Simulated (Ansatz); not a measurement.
Q: Name a neutral molecule of C, Se, Si and H with size of the dipole moment (PBE/def2-TZVPP) between 0.80 and 1.10 D and LUMO energy (ωB97M-V/def2-TZVPP) between 0.85 and 1.15 eV (Ansatz, PBE0-D4/def2-TZVP geometry).

A: `C1[SiH2]C[Se]1` (0.95 D, 1.06 eV); `C1=C[Se][SiH2][SiH2]1` (0.81 D, 1.11 eV). Other molecules can fit too; these were computed, each in one conformer that needn't be the lowest.
